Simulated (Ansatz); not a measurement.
Molecule: ReO$_{3}$, net charge 1, singlet state. 
Geometry from a B3LYP-D3(BJ)/def2-TZVP (Ansatz, a program for electronic structure) optimisation:
SMILES: [O]=[Re+](=[O])=[O]
```xyz
4

Re    -0.0893     0.0724     0.1092
O     -0.7709    -1.3651    -0.4442
O      0.1653     1.0195    -1.2604
O      1.4424    -0.3333     0.6808
```
Charge +1, spin multiplicity 1.

Basis-set convergence of Hartree-Fock and MP2 correlation energies (hartree) with Ansatz. Cores are frozen in the correlated levels unless marked. No spin-orbit coupling. Frozen are the shells of the preceding noble gas and the d and f shells that filled before the atom's block. In def2 rows, elements after Kr have scalar-relativistic effective core potentials.

The Hartree-Fock reference is unstable (checked in the largest basis), which strains HF and MP2. The T1 diagnostic of CCSD in the largest basis is 0.035, which is high, so the coupled-cluster rows are less sure than usual.

| basis | functions | E(HF) | E(corr, MP2) |
|---|---|---|---|
| def2-SVPD | 104 | -301.48494 | -0.98060 |
| def2-TZVPPD | 179 | … | … |

Question: What belongs in the gaps?

Answer: 
- def2-TZVPPD, E(HF): -301.79808
- def2-TZVPPD, E(corr, MP2): -1.12897
